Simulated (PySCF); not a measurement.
C6H9OPS.
Structure used (PBE0-D3(BJ)/def2-SVP), in Å, numbered top down from 1:
```xyz
18
C6H9OPS angstrom
C     -3.1845    0.1711   -0.8830
C     -2.1935    0.8487    0.0598
C     -0.8402    0.2273    0.0332
O     -0.7938   -1.0558    0.4159
C      0.4489   -1.5727    0.3547
C      1.4112   -0.7096   -0.0791
S      3.0964   -1.1659   -0.2273
C      3.8185    0.3531   -0.8717
P      0.6720    0.8916   -0.4408
H     -3.2937   -0.8946   -0.6342
H     -4.1764    0.6416   -0.8126
H     -2.8430    0.2412   -1.9267
H     -2.0846    1.9140   -0.1935
H     -2.5782    0.8111    1.0948
H      0.5248   -2.6145    0.6618
H      3.6988    1.1874   -0.1647
H      3.3834    0.6245   -1.8449
H      4.8894    0.1467   -1.0035
```

Level of theory: PBE0-D3(BJ)/def2-SVP geometry optimisation, gas phase in PySCF 2.14.0.

Masses are those of the commonest isotopes; rigid-rotor values at the optimised geometry. The values belong to one conformer with, in the numbering `[CH3:1][CH2:2][c:3]1[o:4][cH:5][c:6]([S:7][CH3:8])[p:9]1`, C1–C2–C3–O4 -62°, C5–C6–S7–C8 179°.

**Question.** Give the principal moments of inertia and the rotational constants in MHz.

**Answer.** Ia = 157.74, Ib = 794.07, Ic = 910.18 u·Å²; 505379 MHz·u·Å²/I gives A = 3204, B = 636.4, C = 555.3 MHz.

**Question.** What kind of rotor is it?

**Answer.** A near-prolate asymmetric top. Ray's parameter κ = (2B − A − C)/(A − C) = -0.939; −1 is the prolate and +1 the oblate limit.

**Question.** What does the inertial defect say?

**Answer.** Not planar: Δ = Ic − Ia − Ib = -41.64 u·Å². For a rigid frame Δ = −2 Σ m c², so Σ m c² = 20.82 u·Å² lies off the ab plane: 8.06 from hydrogen and 12.76 from heavier atoms. The atom farthest from that plane is 1.73 Å away.

**Question.** Which types of transition are allowed, and where do some lines up to J = 3 fall?

**Answer.** The dipole components are |μa| = 0.72 D, |μb| = 0.40 D, |μc| = 0.05 D. Intensities carry the squares of the components, which stand as 1.00 : 0.30 : 0.01 (a : b : c). Some of the stronger lines:

| type | branch | J(Ka,Kc) | MHz | lower level (cm⁻¹) |
| --- | --- | --- | --- | --- |
| a | Q | 3(1,2) ← 3(1,3) | 487 | 0.317 |
| b | R | 3(0,3) ← 2(1,2) | 1079 | 0.202 |
| a | R | 1(0,1) ← 0(0,0) | 1192 | 0.000 |
| a | R | 2(1,2) ← 1(1,1) | 2302 | 0.125 |
| a | R | 2(0,2) ← 1(0,1) | 2382 | 0.040 |
| a | R | 2(1,1) ← 1(1,0) | 2465 | 0.128 |
| b | Q | 2(1,1) ← 2(0,2) | 2732 | 0.119 |
| b | Q | 3(1,2) ← 3(0,3) | 2860 | 0.238 |
| a | R | 3(1,3) ← 2(1,2) | 3452 | 0.202 |
| a | R | 3(0,3) ← 2(0,2) | 3568 | 0.119 |
| a | R | 3(2,2) ← 2(2,1) | 3575 | 0.467 |
| a | R | 3(2,1) ← 2(2,0) | 3583 | 0.467 |
| a | R | 3(1,2) ← 2(1,1) | 3696 | 0.210 |
| b | R | 1(1,1) ← 0(0,0) | 3759 | 0.000 |
| b | R | 2(1,2) ← 1(0,1) | 4870 | 0.040 |
| b | R | 3(1,3) ← 2(0,2) | 5940 | 0.119 |
| b | Q | 3(2,1) ← 3(1,2) | 7591 | 0.334 |
| b | Q | 2(2,0) ← 2(1,1) | 7704 | 0.210 |
| b | Q | 2(2,1) ← 2(1,2) | 7946 | 0.202 |
| b | Q | 3(2,2) ← 3(1,3) | 8069 | 0.317 |
| b | R | 2(2,1) ← 1(1,0) | 10167 | 0.128 |
| b | R | 2(2,0) ← 1(1,1) | 10250 | 0.125 |
| b | R | 3(2,2) ← 2(1,1) | 11277 | 0.210 |
| b | R | 3(2,1) ← 2(1,2) | 11530 | 0.202 |
| b | Q | 3(3,0) ← 3(2,1) | 13031 | 0.587 |
| b | Q | 3(3,1) ← 3(2,2) | 13041 | 0.586 |
| b | R | 3(3,1) ← 2(2,0) | 16614 | 0.467 |
| b | R | 3(3,0) ← 2(2,1) | 16616 | 0.467 |

No frequency check. These are rigid-rotor constants of the computed structure; measured ground-state constants (B0) also hold zero-point vibration. A rigid rotor knows nothing of internal rotation, which can split or shift real lines.
